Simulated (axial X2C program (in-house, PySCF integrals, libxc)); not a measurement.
## Correcting the dissociation energy of SbCl for spin–orbit coupling

A spin-free PBE0 curve (one-electron X2C) was computed with an in-house all-electron X2C program for linear molecules (integrals from PySCF), basis Sb dyall-cv3z [11s12p8d4f1g], Cl dyall-av3z [9s8p3d2f] (cores contracted in-house), for the state M_S = 1, Λ = 0 (beyond evenly filled blocks: π+α, π-α). It gives D0 = 3.170 eV to Sb + Cl, which in a spin-free picture are the weighted means of the ground terms.

Measured levels of the ground terms (NIST Handbook of Basic Atomic Spectroscopic Data), in cm⁻¹: Sb 4S: J = 3/2 at 0; Cl 2P: J = 3/2 at 0, J = 1/2 at 882.4.

The molecular state has Λ = 0, so it has no first-order lowering.

Task: How far does each ground level lie under the (2J+1)-weighted mean of its term?

Result: Sb: a single level, 0; Cl: (4 × 0 + 2 × 882.4)/6 = 294 cm⁻¹.

Task: Correct D0.

Result: D0 = 3.170 + (0 − 294)/8065.5 = 3.134 eV at PBE0 with these spin–orbit terms.

Second-order spin–orbit effects in the molecule, which grow quickly with Z, are left out. One determinant describes the state; a PBE0 search over occupations chose it and may have missed a lower one. De is counted from the lowest determinant-based energies of the atoms at the same level, without counterpoise correction. PBE0 can misorder states that lie within some tenths of an eV, so this need not be the ground state of the molecule. The nearest other spin-free determinant of the search, M_S = 0, Λ = 2, lies 0.81 eV up at the distance of the search.
